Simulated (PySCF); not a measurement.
Compound: C₄H₄O₂Si.
Structure used (GFN2-xTB), in Å, numbered top down from 1:
```xyz
11
C4H4O2Si angstrom
C      3.017   -0.213   -0.486
C      1.933   -0.358    0.013
Si     0.272   -0.592    0.789
O     -0.889   -0.979   -0.332
C     -1.813    0.028   -0.385
C     -1.564    1.027    0.449
O     -0.434    0.854    1.198
H      3.964   -0.082   -0.925
H      0.256   -1.521    1.907
H     -2.620   -0.093   -1.080
H     -2.117    1.932    0.611
```

Definitions: NICS(0) = −σiso at the ring centroid; NICS(1) = −σiso and NICS(1)zz = −σzz at ±1 Å along the ring normal z. Level: GIAO PBE0/pcSseg-1 (PySCF, non-relativistic, gas phase) on the GFN2-xTB geometry, one conformer.

Ring bond lengths (Å), with Mayer bond orders in brackets: Si3–O4 1.660 (0.98), O4–C5 1.367 (0.94), C5–C6 1.326 (1.83), C6–O7 1.367 (0.94), O7–Si3 1.660 (0.98).

What do the NICS probes read (ppm)?

```
           ring                                                              type  NICS(0)  NICS(1), two faces  NICS(1)zz, two faces  rms pucker (Å)  centre to ring atoms, mean (Å)
Si3–O4–C5–C6–O7  5-membered ring with 2 O and Si; formal bonds 1 double, 4 single     -5.4         -2.5 / -2.2           -5.6 / -4.3            0.00                            1.25
```

What do they say, and how far can they be read as aromaticity?

- Si3–O4–C5–C6–O7: mean NICS(1)zz -5.0 ppm, shielded. Si3 has four or more neighbours; no verdict on aromaticity is drawn.

How shielded are the nuclei of the rings and their hydrogens (means over atoms taken as equivalent)?

```csv
atoms,environment,σ isotropic (ppm),"principal values of the symmetric part, first atom (ppm)"
Si3,oxygen-bound silicon,377.4,"358.3, 378.0, 395.9"
O4 (×2),silyl ether oxygen,229.0,"173.1, 234.0, 279.9"
C5 (×2),vinylic carbon bearing oxygen,49.1,"-44.9, 83.9, 108.4"
H9,Si–H hydrogen,26.23,"22.9, 23.6, 32.2"
H10 (×2),vinylic hydrogen,24.99,"23.3, 25.4, 26.3"
```
